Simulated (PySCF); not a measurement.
**How methods differ on the ionisation energy of N(2+)**

N(2+) [He] 2s2 2p1 (2P) → N(3+) [He] 2s2 (1S), as a difference of total energies. Calculation: PySCF 2.14, in x2c-TZVPPall; the spin-free X2C one-electron Hamiltonian (Gaussian nucleus). Correlated levels: valence: 1s2 frozen. The calculations carry no spin-orbit coupling.

Task: Order these methods by the ionisation energy they give, lowest first.
A. CCSD(T) (valence)
B. MP2 (valence)
C. SCS-MP2 (valence)
D. CCSD (valence)

Result: D (47.210 eV), A (47.238 eV), C (47.414 eV), B (47.461 eV).

A first-order spin-orbit estimate (lowest level to lowest level, LS coupling) adds 0.015 eV.

Errors of the correlated levels include the incompleteness of this basis and the frozen core.

The coupled-cluster amplitudes are large for N(3+) (T1 above 0.03 or a double amplitude above 0.15), so a single reference is strained.

For comparison: 47.445 eV (semi-empirical (NIST evaluation); NIST Atomic Spectra Database, ionization energies).
